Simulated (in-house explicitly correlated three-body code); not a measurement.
Computed with an exponentially correlated three-body code. Model: two electrons around a point charge, non-relativistic, variational in 260 exponentially correlated functions (energies converged to about 1e-7 hartree, or 1e-8 relative for large Z).

Command:
```bash
python run_hyl.py task.json out
```
Settings (lengths in bohr, energies in hartree):
```
Z                      2
nuclear_mass           1000
interaction_strength   1
functions              260
states_tried           13
```

Run time, properties included: 39 s on 1 thread of AMD EPYC 7R13 Processor (Zen 3), with other jobs on the host.

**Those bound S and P states to n = 4 that converged, binding against the one-electron ion.**

Given: nuclear charge 2; mass of the centre 1000 electron masses.

Computed: one-electron threshold -1.998002 hartree.

```json
{"term": "1 1S", "energy (hartree)": "-2.90066527", "binding (eV)": "24.563"}
{"term": "2 3S", "energy (hartree)": "-2.17304895", "binding (eV)": "4.7633"}
{"term": "2 1S", "energy (hartree)": "-2.14382086", "binding (eV)": "3.9679"}
{"term": "2 3P", "energy (hartree)": "-2.1310978", "binding (eV)": "3.6217"}
{"term": "2 1P", "energy (hartree)": "?", "binding (eV)": "?"}
{"term": "3 3S", "energy (hartree)": "-2.06662059", "binding (eV)": "1.8672"}
{"term": "3 1S", "energy (hartree)": "?", "binding (eV)": "?"}
{"term": "3 3P", "energy (hartree)": "-2.05604345", "binding (eV)": "1.5794"}
{"term": "3 1P", "energy (hartree)": "-2.0530788", "binding (eV)": "1.4987"}
{"term": "4 3S", "energy (hartree)": "-2.03447687", "binding (eV)": "0.99253"}
{"term": "4 1S", "energy (hartree)": "-2.03155394", "binding (eV)": "0.91299"}
{"term": "4 3P", "energy (hartree)": "-2.03030159", "binding (eV)": "0.87892"}
{"term": "4 1P", "energy (hartree)": "-2.02903437", "binding (eV)": "0.84443"}
```

(1) What belongs in the row 2 1P?

(2) What belongs in the row 3 1S?

**Converged states only, values per electron or pair.**

```json
{"term": "1 1S", "mean r (bohr)": "0.93046", "mean r squared (bohr²)": "1.1961", "mean inverse r (1/bohr)": "1.6866", "mean r12 (bohr)": "1.4234", "mean inverse r12 (1/bohr)": "0.94494", "mean cosine": "-0.063859", "mean p1 dot p2 (bohr⁻²)": "0.15781", "delta r1 (bohr⁻³)": "1.8049", "delta r12 (bohr⁻³)": "0.10602"}
{"term": "2 3S", "mean r (bohr)": "2.5531", "mean r squared (bohr²)": "11.488", "mean inverse r (1/bohr)": "1.1535", "mean r12 (bohr)": "4.452", "mean inverse r12 (1/bohr)": "0.26793", "mean cosine": "-0.01569", "mean p1 dot p2 (bohr⁻²)": "0.0073126", "delta r1 (bohr⁻³)": "1.3164", "delta r12 (bohr⁻³)": "-"}
{"term": "2 1S", "mean r (bohr)": "?", "mean r squared (bohr²)": "?", "mean inverse r (1/bohr)": "?", "mean r12 (bohr)": "?", "mean inverse r12 (1/bohr)": "?", "mean cosine": "?", "mean p1 dot p2 (bohr⁻²)": "?", "delta r1 (bohr⁻³)": "?", "delta r12 (bohr⁻³)": "?"}
{"term": "2 3P", "mean r (bohr)": "2.6752", "mean r squared (bohr²)": "13.223", "mean inverse r (1/bohr)": "1.1322", "mean r12 (bohr)": "4.7018", "mean inverse r12 (1/bohr)": "0.26656", "mean cosine": "-0.036658", "mean p1 dot p2 (bohr⁻²)": "-0.064851", "delta r1 (bohr⁻³)": "1.255", "delta r12 (bohr⁻³)": "-"}
{"term": "2 1P", "mean r (bohr)": "2.9148", "mean r squared (bohr²)": "15.811", "mean inverse r (1/bohr)": "1.122", "mean r12 (bohr)": "5.1458", "mean inverse r12 (1/bohr)": "0.24463", "mean cosine": "-0.004671", "mean p1 dot p2 (bohr⁻²)": "0.045619", "delta r1 (bohr⁻³)": "1.2706", "delta r12 (bohr⁻³)": "0.00072961"}
{"term": "3 3S", "mean r (bohr)": "5.862", "mean r squared (bohr²)": "68.85", "mean inverse r (1/bohr)": "1.0626", "mean r12 (bohr)": "11.01", "mean inverse r12 (1/bohr)": "0.1172", "mean cosine": "-0.0041836", "mean p1 dot p2 (bohr⁻²)": "0.0018118", "delta r1 (bohr⁻³)": "1.2812", "delta r12 (bohr⁻³)": "-"}
{"term": "3 1S", "mean r (bohr)": "6.5184", "mean r squared (bohr²)": "86.069", "mean inverse r (1/bohr)": "1.0575", "mean r12 (bohr)": "12.317", "mean inverse r12 (1/bohr)": "0.1114", "mean cosine": "-0.0042685", "mean p1 dot p2 (bohr⁻²)": "0.0025085", "delta r1 (bohr⁻³)": "1.2793", "delta r12 (bohr⁻³)": "0.0024272"}
{"term": "3 3P", "mean r (bohr)": "?", "mean r squared (bohr²)": "?", "mean inverse r (1/bohr)": "?", "mean r12 (bohr)": "?", "mean inverse r12 (1/bohr)": "?", "mean cosine": "?", "mean p1 dot p2 (bohr⁻²)": "?", "delta r1 (bohr⁻³)": "?", "delta r12 (bohr⁻³)": "-"}
{"term": "3 1P", "mean r (bohr)": "6.6881", "mean r squared (bohr²)": "92.109", "mean inverse r (1/bohr)": "1.0539", "mean r12 (bohr)": "12.654", "mean inverse r12 (1/bohr)": "0.10944", "mean cosine": "-0.0011279", "mean p1 dot p2 (bohr⁻²)": "0.014402", "delta r1 (bohr⁻³)": "1.2698", "delta r12 (bohr⁻³)": "0.00025018"}
{"term": "4 3S", "mean r (bohr)": "10.672", "mean r squared (bohr²)": "239.07", "mean inverse r (1/bohr)": "1.0335", "mean r12 (bohr)": "20.613", "mean inverse r12 (1/bohr)": "0.065192", "mean cosine": "-0.0016532", "mean p1 dot p2 (bohr⁻²)": "0.00069005", "delta r1 (bohr⁻³)": "1.274", "delta r12 (bohr⁻³)": "-"}
{"term": "4 1S", "mean r (bohr)": "11.564", "mean r squared (bohr²)": "282.01", "mean inverse r (1/bohr)": "1.0315", "mean r12 (bohr)": "22.394", "mean inverse r12 (1/bohr)": "0.062693", "mean cosine": "-0.0017672", "mean p1 dot p2 (bohr⁻²)": "0.0010053", "delta r1 (bohr⁻³)": "1.2734", "delta r12 (bohr⁻³)": "0.00099514"}
{"term": "4 3P", "mean r (bohr)": "11.478", "mean r squared (bohr²)": "280.36", "mean inverse r (1/bohr)": "1.0313", "mean r12 (bohr)": "22.225", "mean inverse r12 (1/bohr)": "0.064459", "mean cosine": "-0.0042656", "mean p1 dot p2 (bohr⁻²)": "-0.0076051", "delta r1 (bohr⁻³)": "1.2676", "delta r12 (bohr⁻³)": "-"}
{"term": "4 1P", "mean r (bohr)": "11.962", "mean r squared (bohr²)": "304.81", "mean inverse r (1/bohr)": "1.03", "mean r12 (bohr)": "23.19", "mean inverse r12 (1/bohr)": "0.061781", "mean cosine": "-0.00043996", "mean p1 dot p2 (bohr⁻²)": "0.0061785", "delta r1 (bohr⁻³)": "1.2696", "delta r12 (bohr⁻³)": "0.00011069"}
```

(3) What belongs in the row 2 1S?

(4) What belongs in the row 3 3P?

## Answers

(1) energy (hartree): -2.12167558; binding (eV): 3.3653.

(2) energy (hartree): -2.05921021; binding (eV): 1.6656.

(3) mean r (bohr): 2.9762; mean r squared (bohr²): 16.123; mean inverse r (1/bohr): 1.1343; mean r12 (bohr): 5.2752; mean inverse r12 (1/bohr): 0.24943; mean cosine: -0.014557; mean p1 dot p2 (bohr⁻²): 0.0092152; delta r1 (bohr⁻³): 1.3055; delta r12 (bohr⁻³): 0.008627.

(4) mean r (bohr): 6.3254; mean r squared (bohr²): 82.219; mean inverse r (1/bohr): 1.057; mean r12 (bohr): 11.939; mean inverse r12 (1/bohr): 0.11586; mean cosine: -0.010376; mean p1 dot p2 (bohr⁻²): -0.018456; delta r1 (bohr⁻³): 1.2653.
